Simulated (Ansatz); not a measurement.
Geometry optimisation, RKS PBE0-D4/def2-SVP in Ansatz.

Input file:

```yaml
crystal:
  periodic: [false, false, false]
  atoms:
    - { symbol: Ga, position_ang: [-0.029467, 0.551737, -0.445855] }
    - { symbol: H, position_ang: [-0.062283, 0.169007, 2.297952] }
    - { symbol: O, position_ang: [1.528305, -0.284525, -0.585939] }
    - { symbol: H, position_ang: [1.501653, -1.090176, -1.110818] }
    - { symbol: "N", position_ang: [-1.609508, 0.013619, -1.112231] }
    - { symbol: H, position_ang: [-1.790083, -0.905862, -1.493254] }
    - { symbol: H, position_ang: [-2.456815, 0.547327, -0.969929] }
    - { symbol: F, position_ang: [0.034047, 2.094203, 0.328184] }
    - { symbol: H, position_ang: [-0.031949, 0.84207, 2.044291] }
basis:
  gaussian: { orbitals: def2-SVP }
hamiltonian:
  xc: pbe0
  dispersion: d4
relax:
  f_tol: 0.03
  max_steps: 50
```

Run as:

```bash
$ ansatz run input.yaml --threads 2 --pin off --max-ram 3072MiB --backend cpu --events-out ev --progress --plain --runs-dir out
```

Problem. Where does it end, and by what steps?

Solution. The run converged. The force dipped under the threshold on the way, but the program's further checks kept it going. After 8 steps the energy has fallen by 0.066 eV; F8 moved furthest, 0.18 Å.

```
step  energy less start (eV)  largest force component (eV/Å)  accepted
   0                  0.0000                           1.682       yes
   1                 -0.0601                           0.190       yes
   2                 -0.0609                           0.128       yes
   3                 -0.0645                           0.037       yes
   4                 -0.0649                           0.021       yes
   5                 -0.0655                           0.022       yes
   6                 -0.0659                           0.065       yes
   7                 -0.0658                           0.119        no
   8                 -0.0661                           0.009       yes
```

```xyz
9
Properties=species:S:1:pos:R:3
Ga -0.001 0.588 -0.492
H -0.151 0.048 2.242
O 1.556 -0.248 -0.624
H 1.513 -1.098 -1.071
N -1.599 0.025 -1.092
H -1.792 -0.922 -1.388
H -2.442 0.552 -0.906
F 0.082 2.200 0.187
H -0.082 0.793 2.096
```

Whether the end is a true minimum wasn't checked by a vibrational analysis.

Time of the run: 57 s on 2 threads of Intel(R) Xeon(R) Processor @ 2.50GHz (Skylake/Cascade Lake), with other jobs on the host, peak memory 0.23 GiB.
